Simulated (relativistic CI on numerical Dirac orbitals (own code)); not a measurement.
**One change at a time: Gd LXIII**

Base calculation: Dirac-Coulomb-Breit CI, KLI orbitals optimised for each configuration, a model potential for QED, unscaled Slater integrals.

CI space: 1s², 1s2s, 1s2p, 1s3s, 1s3p, 1s3d, 1s4s, 1s4p, 1s4d, 1s4f, 1s5s, 1s5p, 1s5d, 1s5f, 1s5g, 1s6s, 1s6p, 1s6d, 2s². Levels of other configurations are missing.

Variants: (1) P86 correlation estimate; (2) one mean potential for all configurations. Shifts of the energy above 1s² ¹S0, in eV, for the lowest level and the first level of each name with at least 55 % of one term (blank where a level changes its place among those of its configuration and J or its character, or is not in the variant):

| Level | Base | Δ(1) | Δ(2) |
| --- | --- | --- | --- |
| 1s² ¹S0 | 0.0 | 0.0 | 0.0 |
| 1s2s ³S1 | 43145.5 | +2.1 | -1.2 |
| 1s2p ³P°1 | 43241.3 | +1.9 | -1.3 |
| 1s2p ³P°0 | 43260.0 | +1.9 | -1.4 |
| 1s2s ¹S0 | 43260.1 | +2.1 | -0.2 |
| 1s2p ³P°2 | 44062.6 | +1.9 | -1.3 |
| 1s2p ¹P°1 | 44105.2 | +1.9 | -1.2 |
| 1s3s ³S1 | 51391.2 | +2.5 | -1.1 |
| 1s3p ³P°1 | 51417.0 | +2.5 | -1.2 |
| 1s3s ¹S0 | 51421.7 | +2.5 | -0.9 |
| 1s3p ³P°0 | 51421.9 | +2.5 | -1.3 |
| 1s3p ³P°2 | 51661.3 | +2.5 | -1.1 |
| 1s3d ³D2 | 51670.6 | +2.6 | -1.1 |
| 1s3d ³D1 | 51673.2 | +2.6 | -1.1 |

At this charge energies of transitions that change n are usually good to better than 1 %, and those within a shell (Δn = 0) to a few per cent.

Ionisation energy from the two ground configurations alone: base 57780.5 eV. The NIST ASD value (theoretical) is 57783.9 eV.

LS names give the leading component of a level, which can be under half, so a name can repeat, a term be missing and a line seem to break the LS rules.
